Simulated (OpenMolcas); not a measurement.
Br⁺: effect of the basis set

* Program: OpenMolcas 26.06
* Method: SS-CASPT2, IPEA 0.25 Eh, imaginary shift 0.1 Eh (closed shells correlated: 3d 4s)
* Active space: 4 electrons in 3 orbitals (4p)
* State averaging: 2S+1 = 3 even, 3 roots; 2S+1 = 1 even, 6 roots
* Spin-orbit coupling: state interaction with AMFI integrals over the reference wave functions, term energies averaged over their components

A. ANO-RCC-VDZP [5s4p2d], DKH2, point nucleus; CASPT2 step of the order of 0.6 core-seconds
B. ANO-R1 [5s4p3d1f], X2C, finite nucleus; CASPT2 step roughly 0.9 core-seconds
C. ANO-RCC-VTZP [6s5p3d1f], DKH2, point nucleus; CASPT2 step roughly 0.8 core-seconds
D. ANO-R2 [6s5p4d2f1g], X2C, finite nucleus; CASPT2 step of the order of 1.1 core-seconds
E. ANO-RCC-VQZP [7s6p4d2f1g], DKH2, point nucleus; CASPT2 step roughly 1.5 core-seconds
F. ANO-R3 [7s6p5d4f2g], X2C, finite nucleus; CASPT2 step of the order of 3 core-seconds

Energies in cm-1 above 4s2 4p4 3P2, the measured ground level; measured values from NIST Handbook of Basic Atomic Spectroscopic Data.

```csv
Level,A,B,C,D,E,F,Measured
4s2 4p4 3P2,0.0,0.0,0.0,0.0,0.0,0.0,0.0
4s2 4p4 3P1,2930,2930,2880,2860,2880,2900,3136
4s2 4p4 3P0,3700,3700,3640,3610,3620,3640,3837
4s2 4p4 1D2,13470,13400,12490,12350,12150,12110,12089
4s2 4p4 1S0,29590,29680,29130,28740,28560,28400,27867
```

Deviations, from unrounded energies. A percentage is the sum of absolute deviations over the sum of measured energies, with the sign that they share, or ± where signs differ.

| Against measurement | Levels | A | B | C | D | E | F |
| --- | --- | --- | --- | --- | --- | --- | --- |
| mean absolute deviation (cm-1) | 4 | 860 | 870 | 530 | 410 | 310 | 250 |
| fine structure of the ground term (%) | 2 | -5.0 | -5.0 | -6.6 | -7.2 | -6.7 | -6.3 |
| other terms of the ground configuration (%) | 2 | +7.7 | +7.8 | +4.2 | +2.9 | +1.9 | +1.4 |

F lies closest to measurement on these levels and B furthest from it. The largest miss of F in the table is 4s2 4p4 1S0, by +530 cm-1. The ranking rests on the paired levels alone, and a cruder setting can come out closer through cancelling errors.

Among A to F the level of the table that moves most is 4s2 4p4 1D2, by 1400 cm-1 (lowest in F, highest in A). Moves below CASPT2's spread within the term are not significant.

Term energies are means over components that CASPT2 splits; among the terms shown or strongly mixed into the levels shown the widest spread is 170 cm-1 (4s2 4p4 1D, E). With the s shell closed, the reference lacks s² → p² mixing. Computed and measured levels are paired by configuration, term and J; levels that our copy of the source lacks, or whose pairing is in doubt (as where it misses far off the trend of its configuration), stay unpaired and out of the deviations. Levels of configurations outside the active space are missing.
